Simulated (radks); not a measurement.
Coherent X-ray form factor from a spherical all-electron density. Method: scalar-relativistic Kohn-Sham, r2SCAN, spin-polarised, spherical densities, finite nucleus; meta-GGA in the generalised Kohn-Sham scheme; Fermi nuclear charge, rms radius of each element as measured or else 0.836 A^(1/3) + 0.57 fm; computed with a radial shooting solver on a logarithmic mesh with Libxc functionals.

| sin(theta)/lambda (1/angstrom) | f0 (electrons) |
|---|---|
| 0.05 | 76.126 |
| 0.1 | 73.721 |
| 0.15 | 70.297 |
| 0.2 | 66.400 |
| 0.25 | 62.434 |
| 0.3 | 58.632 |
| 0.4 | 51.869 |
| 0.5 | 46.247 |
| 0.6 | 41.536 |
| 0.8 | 33.914 |
| 1 | 27.902 |
| 1.25 | 22.294 |
| 1.5 | 18.571 |
| 2 | 14.527 |

The species is in the configuration that NIST lists as its ground one. Which atom or ion scatters so?

Answer. The platinum ion Pt+, [Xe] 4f14 5d9. Extrapolating in s^2 from the first two rows gives f0(0) = 76.9, near the electron count 77; among species with that count, the fall with angle is slower the higher Z, and the table is that of Z = 78; from so few rows the species is fixed only to a neighbour or two.
